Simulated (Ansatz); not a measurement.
The same path of C3H7B2F (13 atoms, charge 0, multiplicity 1) was run twice with different band settings.

Level of theory: Ansatz, RKS PBE0-D4/def2-SVP.

Relaxed end points:

```xyz
13
Properties=species:S:1:pos:R:3
C 0.479 -2.689 0.511
C -0.137 -1.493 0.566
B 0.625 -0.186 0.237
B -0.034 1.381 0.289
C -0.667 2.111 -0.950
F 0.022 2.083 1.431
H -0.026 -3.630 0.760
H 1.530 -2.764 0.211
H -1.191 -1.486 0.874
H 1.782 -0.328 -0.117
H -1.464 2.812 -0.656
H 0.140 2.717 -1.405
H -1.038 1.436 -1.735
```

```xyz
13
Properties=species:S:1:pos:R:3
C 0.553 -2.664 0.448
C -0.113 -1.493 0.458
B 0.638 -0.144 0.342
B -0.081 1.397 0.343
C -0.636 2.100 -0.948
F -0.220 2.064 1.500
H 0.052 -3.635 0.550
H 1.643 -2.687 0.343
H -1.205 -1.537 0.571
H 1.845 -0.223 0.200
H -0.619 3.199 -0.869
H -0.139 1.787 -1.878
H -1.698 1.800 -1.044
```

Common settings: movable images 9; climbing image yes; spring 5.0 eV/Å²; optimiser quadratic models (default); force threshold 0.05 eV/Å; iteration limit 60; end points relaxed.

| run | start path |
| --- | --- |
| 1 | through a guess of the saddle point |
| 2 | straight line |

What does each run give, and how far can it be trusted?

Run 1: converged after 19 iterations, highest image 0.004 eV above the first end. The top lies less than 8 meV above the higher end, about what the thresholds resolve: the motion is nearly free. A vibrational analysis at the climbing image gives one clearly imaginary mode, 76i cm⁻¹: a first-order saddle point.
Run 2: converged after 8 iterations, highest image 0.004 eV above the first end. The top lies less than 8 meV above the higher end, about what the thresholds resolve: the motion is nearly free. Another band between the same ends (9 images) ends at a top of the same energy, where a vibrational analysis finds 1 clearly imaginary mode.
